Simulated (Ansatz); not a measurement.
Two shapes of doublet C7H7.

Shape 1:

```xyz
14

C     1.0001    0.0073   -0.0009
C     0.2534    1.2254    0.0024
C    -1.1351    1.2007   -0.0030
C    -1.8385   -0.0087   -0.0049
C    -1.1407   -1.2037    0.0010
C     0.2463   -1.2205   -0.0065
C     2.3983   -0.0032    0.0090
H     0.7872    2.1600    0.0014
H    -1.6851    2.1502   -0.0032
H    -2.9299    0.0044    0.0090
H    -1.6844   -2.1493    0.0022
H     0.7967   -2.1691    0.0087
H     2.9598   -0.9446   -0.0046
H     2.9577    0.9325    0.0074
```

Shape 2:

```xyz
14

C     0.9981    0.0494   -0.0064
C     0.2929    1.2218   -0.0284
C    -1.1273    1.1679   -0.0262
C    -1.8118   -0.0386    0.0178
C    -1.1324   -1.2275   -0.0468
C     0.2747   -1.2573   -0.0164
C     2.3596   -0.0265    0.0064
H     0.7573    2.1905    0.0175
H    -1.6915    2.1220   -0.0331
H    -2.8975    0.0370   -0.0059
H    -1.6945   -2.2005   -0.0194
H     0.7684   -2.1572    0.0410
H     2.9524   -0.8956   -0.0268
H     2.9506    0.9130   -0.0423
```

Basis set: STO-3G (spherical functions). Frozen core: 7 orbitals. Charge 0, multiplicity 2.

Computed with Ansatz (development build ahead of 0.2.0); each method stands on the lowest determinant of its kind that the runs found.

Problem. Which shape is lower in energy, and by how much in each method?

Solution.

```tsv
method	E(2) − E(1) (eV)
UHF	0.556
UHF-MP2	0.628
```

Shape 1 is lower. Caution: the unrestricted determinant is a mixture of spin states.
